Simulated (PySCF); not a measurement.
**Structure from 2D NMR**

Compound of formula C5H8Cl2OSi. Correlations simulated from computed shifts and the bond graph:

HSQC (one-bond C–H):
| δH | δC |
| --- | --- |
| 4.02 | 53.4 |
| 2.93 | 41.1 |
| 2.88 | 41.1 |
| 2.56 | 28.8 |
| 2.46 | 28.8 |

COSY cross peaks (H two or three bonds apart, from the bond graph; peaks can be absent where the dihedral angle is near 90°):
| δH | δH |
| --- | --- |
| 2.93 | 2.88 |
| 2.93 | 2.56 |
| 2.93 | 2.46 |
| 2.88 | 2.56 |
| 2.88 | 2.46 |
| 2.56 | 2.46 |

HMBC (two and three bonds, from the bond graph):
| δH | δC |
| --- | --- |
| 5.50 | 156.9, 152.8, 53.4, 28.8 |
| 2.93 | 156.9, 152.8, 28.8 |
| 2.88 | 156.9, 152.8, 28.8 |
| 2.56 | 156.9, 152.8, 41.1 |
| 2.46 | 156.9, 152.8, 41.1 |

Carbons without hydrogens: δ 156.9, 152.8.

- GFN2-xTB geometry
- PBE0/pcSseg-1 with gauge-including orbitals
- program: PySCF 2.14
- no solvent model, rapidly exchanging positions averaged, a single conformation, non-relativistic Hamiltonian

Referencing at the same level of theory: TMS for 1H (31.72 ppm) and 13C (186.93 ppm).

Exchangeable hydrogens are left out of these lists.

**Question.** Which molecule is this?

**Answer.** SMILES CO[Si@@H](Cl)C1=C(Cl)CC1.

Numbering as in the mapped SMILES `[CH3:1][O:2][Si@@H:3]([Cl:4])[C:5]1=[C:6]([Cl:7])[CH2:8][CH2:9]1`. Hydrogens are named by the atom that carries them. Ha(C8), Ha(C9) are pro-R; Hb(C8), Hb(C9) are pro-S.

δC 156.9 is C6, a fully substituted alkene carbon. δC 152.8 is C5, a fully substituted alkene carbon. δC 53.4 is C1, a methyl carbon bonded to O (δH 4.02). δC 41.1 is C8, an allylic sp3 CH2 (δH 2.88, 2.93). δC 28.8 is C9, an allylic sp3 CH2 (δH 2.56, 2.46). HMBC from δH 5.50 reaches the proton-free carbons C6, C5. HMBC from δH 2.93 reaches the proton-free carbons C6, C5. HMBC from δH 2.88 reaches the proton-free carbons C6, C5. HMBC from δH 2.56 reaches the proton-free carbons C6, C5. COSY links 2.93–2.88, 2.93–2.56, 2.93–2.46, 2.88–2.56, 2.88–2.46, 2.56–2.46.

This is the structure that produced the data.

Carbons that carry Cl, above all several Cl atoms, come out too deshielded, partly because spin–orbit coupling is missing. Shifts are as computed. Against solution values, carbons near 30 ppm lie about +3 ppm off and those near 130 ppm about +5 ppm; carbons on Cl a further +6 ppm. Of 1211 compounds with measured shifts, 218 miss one by over three times the rms of a fit or turn the order of signals round; such compounds aren't used in these exercises.
